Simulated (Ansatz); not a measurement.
Wavefunction ladder for `[F][GeH2][NH][GeH3]`

```json
{"atom": "F1", "x (Å)": "0.286", "y (Å)": "0.500", "z (Å)": "2.506"}
{"atom": "Ge2", "x (Å)": "0.050", "y (Å)": "-0.824", "z (Å)": "1.386"}
{"atom": "N3", "x (Å)": "-0.687", "y (Å)": "-0.221", "z (Å)": "-0.150"}
{"atom": "Ge4", "x (Å)": "0.189", "y (Å)": "0.757", "z (Å)": "-1.445"}
{"atom": "H5", "x (Å)": "1.457", "y (Å)": "-1.356", "z (Å)": "1.101"}
{"atom": "H6", "x (Å)": "-0.913", "y (Å)": "-1.779", "z (Å)": "2.098"}
{"atom": "H7", "x (Å)": "-1.687", "y (Å)": "-0.084", "z (Å)": "-0.115"}
{"atom": "H8", "x (Å)": "1.674", "y (Å)": "0.396", "z (Å)": "-1.306"}
{"atom": "H9", "x (Å)": "-0.016", "y (Å)": "2.271", "z (Å)": "-1.254"}
{"atom": "H10", "x (Å)": "-0.354", "y (Å)": "0.340", "z (Å)": "-2.822"}
```

Total charge 0; spin multiplicity 1. Correlated methods include outer-core shells of Ge, which these sets cover unevenly. Scalar relativity is left out up to krypton. Geometry: relaxed with PBE0-D4/def2-TZVP. It is one conformer, not always the lowest. Frozen core, restricted reference, Ansatz 0.2.0.

| basis | HF (Eh) | MP2 corr. |
| --- | --- | --- |
| def2-SVP | -4307.51643 | -0.82379 |
| def2-TZVPP | -4308.24492 | -0.98456 |
| def2-QZVPP | -4308.33750 | -1.55105 |

Estimate the CCSD correlation energy and the (T) correction in each basis where they were run (hartree).


```json
{"basis": "def2-SVP", "CCSD corr.": "-0.84514", "(T)": "-0.02111"}
{"basis": "def2-TZVPP", "CCSD corr.": "-1.00603", "(T)": "-0.03447"}
```
